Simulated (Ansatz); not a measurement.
Geometry optimisation, Ansatz 0.2.0, RKS PBE/def2-SVP.

Input:

```yaml
crystal:
  periodic: [false, false, false]
  atoms:
    - { symbol: Zr, position_ang: [0.0, 0.0, 0.0] }
    - { symbol: "N", position_ang: [0.0, 0.0, 2.56] }
    - { symbol: H, position_ang: [-0.877, -0.2713, 3.09] }
    - { symbol: H, position_ang: [0.877, 0.2713, 3.09] }
    - { symbol: F, position_ang: [1.8671, 0.0, -0.6593] }
    - { symbol: Cl, position_ang: [-1.1869, 2.0563, -0.8392] }
    - { symbol: F, position_ang: [-0.9326, -1.6157, -0.6593] }
    - { symbol: O, position_ang: [0.8885, 2.0662, 0.7473] }
    - { symbol: Al, position_ang: [2.2891, 2.2429, 1.8315] }
    - { symbol: H, position_ang: [3.1452, 0.9948, 2.2095] }
    - { symbol: H, position_ang: [2.6605, 3.6458, 2.4037] }
    - { symbol: H, position_ang: [0.5575, 1.2964, 1.9994] }
basis:
  gaussian: { orbitals: def2-SVP }
hamiltonian:
  xc: pbe
relax:
  f_tol: 0.15
  max_steps: 25
  restrain:
    - { distance: [0, 7], at: 2.07, k: 30.0 }
    - { distance: [11, 1], at: 1.06, k: 30.0 }
    - { distance: [0, 1], at: 3.41, k: 30.0 }
    - { distance: [11, 7], at: 2.21, k: 30.0 }
```

Command:

```bash
$ ansatz run input.yaml --threads 4 --pin off --max-ram 5120MiB --backend cpu --events-out ev --progress --plain --runs-dir out
```

Q: Where does it end, and by what steps?

A: The run converged. The restraints hold the end off the free minimum; the threshold counts their pulls, which the force column leaves out. Restrained pairs: Zr1–O8 (2.37 → 2.02 Å), N2–H12 (1.52 → 1.04 Å), Zr1–N2 (2.56 → 3.39 Å), O8–H12 (1.51 → 2.22 Å). After 17 steps the energy has fallen by 4.150 eV (the restraints' own energy left out); H4 moved furthest, 1.64 Å.

| step | energy less start (eV) | largest force component (eV/Å) | accepted |
| --- | --- | --- | --- |
| 0 | 0.0000 | 3.187 | yes |
| 1 | 0.0072 | 4.285 | yes |
| 2 | -0.4535 | 3.949 | yes |
| 3 | -1.4576 | 4.145 | yes |
| 4 | -2.4304 | 3.756 | yes |
| 5 | -3.1562 | 2.008 | yes |
| 6 | -3.5443 | 1.240 | yes |
| 7 | -3.7728 | 1.083 | yes |
| 8 | -3.8684 | 1.202 | yes |
| 9 | -3.9023 | 1.043 | yes |
| 10 | -3.9627 | 1.141 | yes |
| 11 | -3.9835 | 1.270 | yes |
| 12 | -3.9985 | 1.402 | yes |
| 13 | -4.0611 | 1.386 | yes |
| 14 | -4.0983 | 1.140 | yes |
| 15 | -4.1103 | 1.432 | yes |
| 16 | -4.1379 | 1.534 | yes |
| 17 | -4.1496 | 1.516 | yes |

```xyz
12
Properties=species:S:1:pos:R:3
Zr 0.378 0.441 -0.405
N -0.601 0.096 2.825
H -1.305 0.660 3.316
H -0.392 -0.719 3.414
F 1.396 0.741 -1.987
Cl -1.680 1.562 -0.781
F 0.250 -1.463 -0.304
O 1.541 1.245 1.045
Al 2.798 2.214 1.744
H 4.054 1.453 2.368
H 2.580 3.792 1.774
H 0.270 0.666 2.766
```

Time of the run: 50 s on 4 threads of Arm Neoverse V2, with other jobs on the host, peak memory 0.24 GiB.
